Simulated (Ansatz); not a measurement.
`O=C[SiH](O)CO` at its PBE0-D4/def2-TZVP geometry, where that method's forces vanish. Charge 0, multiplicity 1.

```tsv
atom	x (Å)	y (Å)	z (Å)
O1	1.4592	1.3211	1.6865
C2	0.9249	0.2409	1.5719
Si3	0.6076	-0.4039	-0.2126
O4	1.0764	0.8673	-1.1434
C5	-1.2155	-0.7070	-0.5491
O6	-1.9452	0.5061	-0.4463
H7	0.6478	-0.3256	2.4899
H8	1.4205	-1.6311	-0.4415
H9	1.5157	1.5526	-0.6246
H10	-1.6327	-1.3981	0.1900
H11	-1.3560	-1.1863	-1.5291
H12	-1.5027	1.1639	-0.9917
```

Q: For each bond, give half the difference of the two atoms' forces along it (eV/Å; positive pushes the atoms apart) under PBE-D4, r2SCAN-D4, B3LYP-D4, ωB97M-V in def2-TZVPP. (Best estimate.)

A: Ansatz gave: 
```csv
bond,length (Å),PBE-D4,r2SCAN-D4,B3LYP-D4,ωB97M-V
O1–C2,1.211,1.00,0.45,0.31,0.23
C2–Si3,1.924,-0.27,-0.13,-0.01,-0.02
C2–H7,1.114,-0.03,-0.04,-0.12,-0.14
Si3–O4,1.644,0.38,0.04,0.13,0.12
Si3–C5,1.879,-0.07,-0.05,0.01,-0.07
Si3–H8,1.490,-0.01,-0.03,-0.16,-0.17
O4–H9,0.965,0.37,0.02,-0.02,-0.06
C5–O6,1.419,0.31,0.35,0.36,0.33
C5–H10,1.094,0.09,-0.05,-0.13,-0.10
C5–H11,1.100,0.07,-0.05,-0.12,-0.12
O6–H12,0.962,0.40,0.00,-0.05,-0.10
```

B3LYP here is the variant with VWN-RPA as its local correlation; programs differ in this.
